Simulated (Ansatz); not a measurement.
`N#C[SiH2][GaH2]` + H₂S → `S[SiH2][GaH2]` + `C#N` at 500 K and 1 bar (ligand exchange at the Si–C bond).

Calculated with Ansatz (gas phase, PBE0-D4/def2-TZVP geometries, no zero-point term in ΔE). CCSD(T)/CBS adds triple-zeta CCSD(T) − MP2 to the extrapolated MP2 energy (def2 sets, frozen cores). This one scheme is used for every species. For Ga outer-core shells are correlated without core-valence functions, which leaves a few kJ/mol of doubt a bond. Scalar relativity is left out up to krypton. Each species was taken in one conformer, which may not be the lowest.

```csv
species,CCSD(T)/CBS energy (Eh),H − E (kJ/mol),S (J/(mol·K))
`N#C[SiH2][GaH2]`,-2308.14688,145.4,415.7
H₂S,-398.97279,57.0,224.0
`S[SiH2][GaH2]`,-2613.80410,147.9,411.1
`C#N`,-93.32098,60.1,220.8
```

H − E and S are ideal-gas, rigid-rotor, harmonic terms from PBE0-D4/def2-TZVP, for one conformer and one mirror image of each species. 1 Eh = 2625.50 kJ/mol, R = 8.31446 J/(mol·K).

Question: By hand: ΔE, ΔH, ΔS and ΔG.

Answer: ΔE = (-2613.80410) + (-93.32098) − (-2308.14688) − (-398.97279) = -0.00541 Eh = -14.2 kJ/mol. Δ(H − E) = 147.9 + 60.1 − 145.4 − 57.0 = 5.6, so ΔH = -8.6 kJ/mol. ΔS = 411.1 + 220.8 − 415.7 − 224.0 = -7.8 J/(mol·K). ΔG = -8.6 − 500 × (-7.8)/1000 = -4.7 kJ/mol.

Question: By hand: the equilibrium constant, and the temperature at which ΔG would vanish if ΔH and ΔS stayed fixed.

Answer: log₁₀ K = −ΔG/(RT ln 10) = 0.5. ΔG = 0 at ΔH/ΔS = 1103 K, though so small a ΔH makes that figure unsure.

TΔS isn't small against ΔH here. The sign of ΔG lies within the doubt. A doubt of 5 kJ/mol in ΔE shifts log₁₀ K by 0.5 here. Other conformers and mirror images would add mixing entropy, several J/(mol·K) or more a flexible species. Modes under 60 cm⁻¹, often nearly free rotors, make the harmonic entropy too high. These are equilibria of isolated gas molecules and say nothing of rates. Largest T1 diagnostic: 0.014 (customary marks: 0.02 for closed shells, 0.045 for open ones).
